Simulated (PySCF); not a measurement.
## Spin-rotation constants: `CN(C)C(=O)C1=C[C@H](F)C1`, C7H10FNO

Geometry:
| atom | x (Å) | y (Å) | z (Å) |
| --- | --- | --- | --- |
| C1 | -2.843 | -0.625 | -0.177 |
| N2 | -1.507 | -0.078 | -0.118 |
| C3 | -1.425 | 1.339 | 0.120 |
| C4 | -0.450 | -0.904 | -0.287 |
| O5 | -0.574 | -2.092 | -0.540 |
| C6 | 0.905 | -0.328 | -0.137 |
| C7 | 1.566 | 0.386 | 0.783 |
| C8 | 2.905 | 0.163 | 0.134 |
| F9 | 3.552 | 1.289 | -0.315 |
| C10 | 2.142 | -0.630 | -0.955 |
| H11 | -3.367 | -0.444 | 0.765 |
| H12 | -2.763 | -1.696 | -0.350 |
| H13 | -3.407 | -0.166 | -0.992 |
| H14 | -1.646 | 1.572 | 1.166 |
| H15 | -2.157 | 1.852 | -0.508 |
| H16 | -0.433 | 1.711 | -0.122 |
| H17 | 1.295 | 0.903 | 1.684 |
| H18 | 3.634 | -0.407 | 0.717 |
| H19 | 2.402 | -1.681 | -1.048 |
| H20 | 2.165 | -0.154 | -1.933 |

Method used: GIAO CAM-B3LYP/3-21G magnetisability, rotational g tensor and spin-rotation constants, non-relativistic, gas phase in PySCF. Geometry: GFN2-xTB.

Problem. Give the nuclear spin-rotation constants along the inertial axes (H = +C I·J) beside the isotropic shieldings.

Solution. Rotational constants 2.9404, 0.7448, 0.6335 GHz. A star marks the isotopologue with that one atom substituted, in its own axes.
| atom | isotope | Caa (kHz) | Cbb (kHz) | Ccc (kHz) | mean (kHz) | σ (ppm) |
| --- | --- | --- | --- | --- | --- | --- |
| N2 | 14N | 0.182 | 0.060 | 0.025 | 0.089 | 185.2 |
| F9 | 19F | 1.105 | 0.301 | 0.165 | 0.523 | 408.8 |
| H11 | 1H | -0.264 | -0.058 | -0.025 | -0.116 | 30.8 |
| H12 | 1H | -0.264 | 0.022 | -0.067 | -0.103 | 28.5 |
| H13 | 1H | -0.273 | -0.073 | -0.013 | -0.119 | 31.0 |
| H14 | 1H | -0.302 | -0.061 | -0.007 | -0.124 | 30.1 |
| H15 | 1H | -0.194 | -0.068 | -0.028 | -0.097 | 30.3 |
| H16 | 1H | 0.065 | -0.075 | -0.066 | -0.025 | 29.2 |
| H17 | 1H | -0.298 | -0.011 | -0.021 | -0.110 | 27.1 |
| H18 | 1H | -0.141 | -0.058 | -0.021 | -0.074 | 28.1 |
| H19 | 1H | -0.349 | 0.033 | -0.073 | -0.130 | 29.8 |
| H20 | 1H | -0.348 | -0.091 | 0.026 | -0.138 | 30.3 |
| C1 | 13C* | 0.298 | 0.111 | 0.076 | 0.162 | 178.1 |
| C4 | 13C* | 1.256 | 0.219 | 0.116 | 0.530 | 61.1 |
| O5 | 17O* | -1.285 | -0.450 | -0.008 | -0.581 | -35.2 |
| C6 | 13C* | 1.184 | 0.169 | 0.146 | 0.500 | 72.2 |
| C7 | 13C* | 1.071 | 0.172 | 0.134 | 0.459 | 83.6 |
| C8 | 13C* | 0.653 | 0.135 | 0.114 | 0.301 | 131.0 |
| C10 | 13C* | 0.353 | 0.114 | 0.092 | 0.186 | 168.7 |

For the geometry as given, no vibrational averaging.
